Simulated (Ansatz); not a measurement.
Geometry optimisation, UHF/def2-SVP in Ansatz 0.2.0.

The input (input.yaml):

```yaml
crystal:
  periodic: [false, false, false]
  atoms:
    - { symbol: Sn, position_ang: [0.0, 0.0, 0.0] }
    - { symbol: H, position_ang: [0.0, 0.0, 1.99] }
    - { symbol: Cl, position_ang: [2.2726, 0.0, -0.8025] }
    - { symbol: Cl, position_ang: [-1.1351, 1.9666, -0.8025] }
    - { symbol: Cl, position_ang: [-1.1351, -1.9666, -0.8025] }
    - { symbol: F, position_ang: [0.0, 0.0, 3.21] }
magnetization:
  spin_polarized: true
  initial_magnetization: 1
basis:
  gaussian: { orbitals: def2-SVP }
hamiltonian:
  xc: hf
relax:
  f_tol: 0.15
  max_steps: 25
  restrain:
    - { distance: [1, 5], at: 2.12, k: 30.0 }
    - { distance: [0, 1], at: 1.74, k: 30.0 }
output:
  orbitals: {}
```

Command:

```bash
$ ansatz run input.yaml --threads 2 --pin off --max-ram 3072MiB --backend cpu --events-out ev --progress --plain --runs-dir out
```

Where does it end, and by what steps?

The forces met the threshold. The restraints hold the end off the free minimum; the threshold counts their pulls, which the force column leaves out. Restrained pairs: H2–F6 (1.22 → 2.13 Å), Sn1–H2 (1.99 → 1.72 Å). After 5 steps the energy has fallen by 0.458 eV (the restraints' own energy left out); F6 moved furthest, 0.60 Å.

```tsv
step	energy less start (eV)	largest force component (eV/Å)	accepted
0	0.0000	3.996	yes
1	-0.0246	1.796	yes
2	-0.3388	1.173	yes
3	-0.4347	1.013	yes
4	-0.4563	0.807	yes
5	-0.4578	0.798	yes
```

```xyz
6
Properties=species:S:1:pos:R:3
Sn 0.000 0.000 -0.044
H 0.000 0.000 1.678
Cl 2.168 0.000 -0.882
Cl -1.083 1.877 -0.883
Cl -1.083 -1.877 -0.883
F 0.000 0.000 3.806
```

Run time: 33 s on 2 threads of Arm Neoverse V1, on a shared host, peak memory 0.35 GiB.
